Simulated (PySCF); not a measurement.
## Solvent effects on NMR parameters

Structure with atom numbers: `[N:1]#[C:2][C@@H:3]1[C@@H:4]([F:5])[O:6][C@@H:7]1[C:8]([F:9])([F:10])[F:11]` (H(Xn): hydrogen on atom n).

GIAO PBE0/pcSseg-1 in PySCF on one PBE0-D3(BJ)/def2-SVP conformer, non-relativistic, equivalent nuclei averaged. Solvents enter as an IEF-PCM continuum (chloroform with ε = 4.7, water with ε = 78.4) around the gas-phase geometry. Shifts are referred to TMS, CFCl3 computed in the same medium.

In chloroform, δ in ppm: C8 128.9, C2 121.4, C4 113.8, C7 73.6, C3 34.2, F9/F10/F11 -91.3, F5 -111.2, H(C4) 6.26, H(C7) 4.79, H(C3) 4.08. Dipole moment 3.20 D.

(1) How does each δ change in the more polar medium?

(2) Which of the listed nuclei move most (in ppm), and what does the model miss? (N and O are left out, as their reference compounds move with the solvent too.)

## Answers

(1) 
```tsv
atoms	environment	Δδ, water
C8	CF3 carbon	+0.5
C2	nitrile carbon	+2.1
C4	sp3 CH bonded to F and O	+0.5
C7	sp3 CH bonded to O	+0.6
C3	sp3 CH α to a nitrile	+0.2
F9/F10/F11	fluorine of a CF3 group	+0.2
F5	fluorine on an sp3 carbon	-0.7
H(C4)	hydrogen on an sp3 CH bonded to F and O	+0.08
H(C7)	hydrogen on an sp3 CH bonded to O	+0.17
H(C3)	hydrogen on an sp3 CH α to a nitrile	+0.23
```

Changes are relative to chloroform. The dipole moment becomes 3.49 D in water.

(2) C2 (nitrile carbon, +2.1 ppm) in water. A continuum only polarises the solute; specific hydrogen bonds, the anisotropy of aromatic solvents and changes of geometry or conformer are outside it.
